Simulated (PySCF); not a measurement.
**Excitation energy of Te⁺ by level of theory**

Te⁺ [Kr] 4d10 5s2 5p3 (4S) → Te⁺ [Kr] 4d10 5s1 5p4 (4P), as a difference of total energies. Computed with PySCF 2.14 in aug-cc-pwCVTZ-PP with ECP28MDF, with scalar relativity through the core potential. Correlated levels: valence: 4s2 4p6 4d10 frozen; valence and next inner shell: nothing frozen outside the core potential. The calculations carry no spin-orbit coupling.

| method | excitation energy (cm⁻¹) |
| --- | --- |
| UHF | 74868 |
| LDA | 80364 |
| PBE | 78970 |
| PBE0 | 78352 |
| r2SCAN | 77004 |
| wB97X-V | 78818 |
| B3LYP | 78990 |
| BLYP | 79359 |
| M06-2X | 76168 |
| MP2 (valence) | 74782 |
| SCS-MP2 (valence) | 74760 |
| MP2 (valence and next inner shell) | 78836 |
| SCS-MP2 (valence and next inner shell) | 78025 |
